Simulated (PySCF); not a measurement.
Excited states of In³⁺ (indium, charge +3)

Ground state [Kr] 4d10, ¹S. Calculation: PySCF 2.14, in aug-cc-pVTZ-PP with ECP28MDF; scalar relativity through the core potential. Vertical excitation energies in eV without spin-orbit coupling; excited terms of each kind are numbered among those the solver found. Frozen: 4s2 4p6.

```
 term  leading excitation  EOM-EE-CCSD
 1 3D              4d → s       16.365
 1 1D              4d → s       17.037
1 3P°              4d → p       24.431
1 3F°              4d → p       24.894
1 1F°              4d → p       25.201
1 1D°              4d → p       25.678
1 3D°              4d → p       25.702
1 1P°              4d → p       25.747
 1 3G              4d → d       35.545
 1 1G              4d → d       35.643
 1 3F              4d → d       35.938
 1 1F              4d → d       35.967
 2 3D              4d → s       36.702
 2 1D              4d → s       36.869
```

The spin-orbit splitting of the hole, absent here, rivals or exceeds the spacing of these terms, so the LS terms are model states.

The solver can miss terms.
